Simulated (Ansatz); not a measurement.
Species: C₂H₃O₂, SMILES `CO[C]=O` (C–O–C–O torsion 0°) (charge 0, multiplicity 2), formula C2H3O2.

### Question
How many basis functions does frozen-core CCSD(T)/cc-pVTZ // B3LYP-D3(BJ)/def2-TZVP (Ansatz, a first-principles code) use, how many core orbitals are frozen, and how many electrons are correlated?

### Answer
162 basis functions and 4 frozen orbitals, which leaves 23 correlated electrons. Core time is of the order of minutes.
